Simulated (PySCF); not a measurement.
Numbering as in the mapped SMILES `[CH3:1][P@:2](=[O:3])([OH:4])[c:5]1[cH:6][cH:7][n:8][cH:9][cH:10]1` (H(Xn): hydrogen on atom n).

Non-relativistic Hamiltonian, fast rotation and ring inversion assumed for equivalent nuclei, no solvent model, one computed conformer. Shieldings: GIAO PBE0/pcSseg-1; geometry: GFN2-xTB; PySCF.

Scale: 13C (186.93 ppm), 1H (31.72 ppm) against TMS; H3PO4 for 31P (318.38 ppm); 17O (336.08 ppm) against H2O; 15N (267.73 ppm) vs NH3 (reference shieldings calculated alike).

```csv
atoms,nucleus,count,δ (ppm)
H(C7)/H(C9),1H,2,?
C1,13C,1,21.5
O3,17O,1,142.2
N8,15N,1,371.6
O4,17O,1,?
C5,13C,1,149.2
H(C6)/H(C10),1H,2,?
C6/C10,13C,2,?
P2,31P,1,28.4
C7/C9,13C,2,155.8
H(O4),1H,1,2.74
H(C1),1H,3,1.54
```

Estimate the values marked ?.

Answers


- C6/C10: 128.9 ppm, aromatic CH; the aromatic region
- H(C7)/H(C9): 9.13 ppm, hydrogen on an aromatic CH next to a ring nitrogen; ring current plus the neighbouring ring nitrogen
- H(C6)/H(C10): 7.74 ppm, hydrogen on an aromatic CH; aromatic region
- O4: 114.1 ppm, oxygen bonded to P, H

OH/NH shifts are gas-phase values; hydrogen bonding in solution moves them, usually downfield. Shifts are as computed. Against solution values, carbons near 30 ppm lie about +3 ppm off and those near 130 ppm about +5 ppm. Of 1211 compounds with measured shifts, 218 miss one by over three times the rms of a fit or turn the order of signals round; such compounds aren't used in these exercises. Experimental scales use liquid or dissolved standards, which lie at an offset from isolated NH3 (liquid NH3: subtract about 20 ppm) and H2O (liquid H2O: subtract about 36 ppm) and H3PO4. Unscaled 15N shifts of sp2 nitrogen come out 20 to 40 ppm too high even then.
